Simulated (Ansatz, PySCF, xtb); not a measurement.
Pair of molecules: HF (SMILES F) (first 2 atoms) with H2S (SMILES S); geometry from B3LYP-D3(BJ)/def2-TZVP.
(charge 0, multiplicity 1):
```json
[
 {"atom": "F", "x (Å)": "0.0036", "y (Å)": "-0.1409", "z (Å)": "-0.3429"},
 {"atom": "H", "x (Å)": "0.1275", "y (Å)": "-0.3538", "z (Å)": "0.5634"},
 {"atom": "S", "x (Å)": "0.3015", "y (Å)": "-0.7028", "z (Å)": "2.7709"},
 {"atom": "H", "x (Å)": "-1.0086", "y (Å)": "-0.4989", "z (Å)": "2.9897"},
 {"atom": "H", "x (Å)": "0.6103", "y (Å)": "0.5781", "z (Å)": "3.0351"}
]
```

Interaction energies are E(AB) − E(A) − E(B) at the monomers' geometry in the complex; basis-set methods are counterpoise corrected.

Run with Ansatz (Gaussian orbitals); PySCF for the dispersion terms; xtb for the GFN methods. Each number belongs to the level named beside it.

**Question.** One of these levels gives -3.22 kcal/mol for the interaction energy. Which one is it?
A. GFN1-xTB
B. PBE-D3(BJ)/def2-TZVPPD
C. r2SCAN-D4/def2-TZVPPD
D. HF/aug-cc-pV(T+d)Z

**Answer.** D, HF/aug-cc-pV(T+d)Z. The others give -8.76 (GFN1-xTB), -6.89 (PBE-D3(BJ)/def2-TZVPPD), -6.26 (r2SCAN-D4/def2-TZVPPD)

Ansatz is a first-principles code.
